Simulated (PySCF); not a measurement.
CH₇FOSi₂, SMILES C[SiH2]O[SiH2]F.

The structure is a stationary point at ωB97X-D3(BJ)/def2-SVP. This is a generated structure with no PubChem entry under its InChIKey; it may be hypothetical. Other conformers were not sampled.

Vertical ionisation energy (IE) and electron affinity (EA) in eV. Rows of orbital energies are one-electron estimates. Where ΔSCF, EOM or ADC give a negative EA the extra electron is unbound and the value depends on the basis.

| level | IE | EA |
|---|---|---|
| −ε(HOMO), −ε(LUMO), CAM-B3LYP/def2-TZVP (PySCF) | 10.05 | -1.29 |
| −ε(HOMO), −ε(LUMO), PBE/def2-TZVP (PySCF) | (withheld) | (withheld) |

Fill in the missing entries. (An estimate is asked for; the answer gives what the named calculation found.)


- −ε(HOMO), −ε(LUMO), PBE/def2-TZVP (PySCF), IE: 7.22
- −ε(HOMO), −ε(LUMO), PBE/def2-TZVP (PySCF), EA: 0.59
